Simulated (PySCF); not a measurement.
# Computed properties of hexafluoropropylene oxide (C3F6O), SMILES FC(F)(F)C1(F)OC1(F)F

hexafluoropropylene oxide (C3F6O), SMILES FC(F)(F)C1(F)OC1(F)F. Geometry optimised at PBE0-D3(BJ)/def2-SVP. The values are those of a single conformer. All values are computed for the isolated molecule unless a solvent is named; none is compared with measurement here.

**Structure.** All 24 harmonic modes at PBE0-D3(BJ)/def2-SVP (PySCF) are real, so it is a minimum. With heavy atoms numbered as in [F:1][C:2]1([F:3])[O:4][C:5]1([F:6])[C:7]([F:8])([F:9])[F:10], the shortest bond between them is F1–C2 at 1.316 Å and the longest C5–C7 at 1.523 Å.

**Vibrations.** The strongest infrared lines (harmonic, unscaled, degenerate partners summed) lie at 1350 cm⁻¹ (438 km/mol, C 75 %, F 25 %), 1079 cm⁻¹ (307 km/mol, C 64 %, F 33 %), 1296 cm⁻¹ (208 km/mol, C 76 %, F 23 %). The softest mode is at 43 cm⁻¹ and the zero-point energy is 25.4 kcal/mol.

**Electronic structure.** r2SCAN/def2-SVP (PySCF) places the frontier levels at -8.57 and 0.49 eV, a gap of 9.06 eV, and gives a dipole moment of 0.52 D and a mean polarisability of 32.4 bohr³.

**Excitations.** TDA-ωB97X/def2-SVPD (PySCF) has S1 at 9.93 eV (125 nm, f = 0.071, bright); the most intense of the 6 singlets computed lies at 9.93 eV (f = 0.07). T1 (TDA) is at 8.70 eV, 1.23 eV under S1. No vertical singlet excitation falls in the visible range (under 3.1 eV).

**NMR.** GIAO shifts at PBE0/pcSseg-1 (PySCF) (non-relativistic, atoms alike by connectivity averaged): ¹³C from 93.9 to 125.6 ppm against TMS; ¹⁹F from -188.3 to -100.8 ppm against CFCl3.
